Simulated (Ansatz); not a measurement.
`[BH2][GeH2][Br]` and `[CH3][GeH2][Br]` differ in one atom or group.

Ansatz, PBE0-D4/def2-TZVP geometries, multiplicity 1. 

Scalar relativity is left out up to krypton.

| property | `[BH2][GeH2][Br]` |
| --- | --- |
| HOMO energy (PBE/def2-TZVPP) / eV | -6.65 |
| LUMO energy (B3LYP/def2-TZVPP) / eV | -3.05 |
| HOMO energy (PBE0/def2-TZVPP) / eV | -7.88 |
| LUMO energy (PBE0/def2-TZVPP) / eV | -2.84 |
| HOMO–LUMO gap (ωB97M-V/def2-TZVPP) / eV | 9.17 |
| HOMO–LUMO gap (B3LYP/def2-TZVPP) / eV | 4.58 |

Q: What does the change do to each property? (Estimate.)

A: The calculation gave: 
| property | `[CH3][GeH2][Br]` | shift |
| --- | --- | --- |
| HOMO energy (PBE/def2-TZVPP) / eV | -6.78 | -0.13 |
| LUMO energy (B3LYP/def2-TZVPP) / eV | -0.51 | 2.54 |
| HOMO energy (PBE0/def2-TZVPP) / eV | -8.05 | -0.17 |
| LUMO energy (PBE0/def2-TZVPP) / eV | -0.24 | 2.60 |
| HOMO–LUMO gap (ωB97M-V/def2-TZVPP) / eV | 11.90 | 2.73 |
| HOMO–LUMO gap (B3LYP/def2-TZVPP) / eV | 7.28 | 2.70 |

With PBE0 the HOMO falls by 0.17 eV and the LUMO rises by 2.60 eV, so the gap widens by about 2.77 eV. PBE moves the HOMO by -0.13 eV and ωB97M-V by -0.22 eV. The zero-point energy changes by 44.9 kJ/mol with +3 modes.

B3LYP here is the variant with VWN-RPA as its local correlation; programs differ in this.

Spin–orbit coupling is left out; it splits and shifts lone-pair levels of the heavy atoms by tenths of an eV.
